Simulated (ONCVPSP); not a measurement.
## What one change does to a pseudopotential (W (Z = 74), ONCV)

ONCVPSP 4.0.1 input, shortened (lines: element, Z, core and valence counts, functional; n l f; lmax; l rc ep ncon nbas qcut; lloc lpopt rc5 dvloc0; l nproj debl; icmod fcfact rcfact), LDA (Perdew-Wang 92), scalar-relativistic:

```
  W 74.00   10    5  -001012      upf
    1    0    2.00
    2    0    2.00
    2    1    6.00
    3    0    2.00
    3    1    6.00
    3    2   10.00
    4    0    2.00
    4    1    6.00
    4    2   10.00
    4    3   14.00
    5    0    2.00
    5    1    6.00
    5    2    4.00
    6    0    1.75
    6    1    0.25
    3
    0    1.50    0.00    4    8    7.40
    1    2.00    0.00    4    7    8.70
    2    2.60    0.00    4    8    6.50
    3    2.80    0.08    4    9    3.70
    4    5    1.35    0.00
    0    2    3.00
    1    2    3.20
    2    2    1.10
    3    2    3.70
    3    5.50    1.05
```

Change: f: debl 0.5.

Cutoffs: the cutoffs (Ha) at which the residual kinetic energy of the hardest occupied pseudo-wave falls to 1 and 0.1 mHa per electron; they do not see the model core or the augmentation charge, which bear on the density cutoff. Errors are all-electron minus pseudo energies relative to the spin-unpolarised reference configuration.

Task: Predict the effect on cutoff, ghosts and configuration errors.

Result: The potential gets neither clearly harder nor softer (22 Ha and 27 Ha → 22 Ha and 27 Ha); a bound ghost appears in f, which as a rule spoils a file; the errors of the 4 common tests hardly move.

| quantity | base | changed |
| --- | --- | --- |
| cutoff, loose | 22 Ha | 22 Ha |
| cutoff, tight | 27 Ha | 27 Ha |
| bound ghosts | none | f |
| GHOST(+) flags under 300 eV | f at 207.9 eV | none |
| error for 5s2 5p6 5d4 6s2 6p0, meV [ΔE -1.12 eV] | +0.3 | +0.3 |
| error for 5s2 5p6 5d4 6s1 6p0, meV [ΔE 8.01 eV] | -2.2 | -2.2 |
| error for 5s2 5p6 5d4 6s0 6p0, meV [ΔE 24.03 eV] | -4.7 | -4.7 |
| error for 5s2 5p6 5d4 6s0 6p1, meV [ΔE 13.56 eV] | -2.1 | -2.1 |
| s: phases at 1.52 bohr within 0.05 rad from the reference energy up to (Ha; the scan ends near 5) | to the end of the scan | to the end of the scan |
| p: phases at 2.02 bohr within 0.05 rad from the reference energy up to (Ha; the scan ends near 5) | to the end of the scan | to the end of the scan |
| d: phases at 2.63 bohr within 0.05 rad from the reference energy up to (Ha; the scan ends near 5) | 5.0 | 5.0 |
| f: phases at 2.85 bohr within 0.05 rad from the reference energy up to (Ha; the scan ends near 5) | 2.5 | 2.3 |
| rms error of d²Exc/dni dnj with the model core, mHa | 3.15 | 3.15 |

 A true bound ghost makes a file unfit for plane-wave use even where its test errors are small: the radial tests pick states by their node count and pass the ghost by.
